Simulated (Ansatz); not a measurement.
Consider the homolysis of the C–O bond: `CBOCN` → `[CH2]N`• + `CB[O]`•.

Program: Ansatz. Geometries: PBE0-D4/def2-TZVP. ΔE: electronic, gas phase. CCSD(T)/CBS adds triple-zeta CCSD(T) − MP2 to the extrapolated MP2 energy (def2 sets, frozen cores). This one scheme is used for every species. Functionals use def2-TZVPP. B3LYP here is the variant with VWN-RPA as its local correlation; programs differ in this. No spin–orbit coupling; open shells (•) take unrestricted orbitals. One conformer a species, not always the lowest.

```
             level  ΔE (kJ/mol)  difference from CCSD(T)/CBS
            PBE-D4        304.9                        -43.9
         r2SCAN-D4        296.4                        -52.4
           PBE0-D4        319.5                        -29.3
          B3LYP-D4        305.4                        -43.4
           ωB97X-V        334.4                        -14.4
           ωB97M-V        336.0                        -12.8
            B2PLYP        322.9                        -25.9
               PBE        297.5                        -51.3
            r2SCAN        294.2                        -54.6
              PBE0        313.0                        -35.8
             B3LYP        293.8                        -55.0
     HF/def2-TZVPP        219.6                       -129.2
    MP2/def2-TZVPP        389.3                         40.5
SCS-MP2/def2-TZVPP        378.5                         29.7
   CCSD/def2-TZVPP        331.4                        -17.4
CCSD(T)/def2-TZVPP        339.2                         -9.6
     HF/def2-QZVPP        218.7                       -130.1
    MP2/def2-QZVPP        394.5                         45.7
SCS-MP2/def2-QZVPP        384.2                         35.4
      HF/CBS(def2)        218.6                       -130.2
     MP2/CBS(def2)        398.9                         50.1
    CCSD/CBS(def2)        341.0                         -7.8
       CCSD(T)/CBS        348.8                            0
```

Largest T1 diagnostic among the species: 0.032.

The D4 term adds +11.6 kJ/mol with B3LYP and +6.5 kJ/mol with PBE0; it sums over pairs of atoms, weighted by their polarisabilities, and B3LYP, whose exchange is more repulsive, gets the larger term. From PBE to PBE0 (25 % exact exchange), in def2-TZVPP and without D4, ΔE moves by +15.5 kJ/mol.
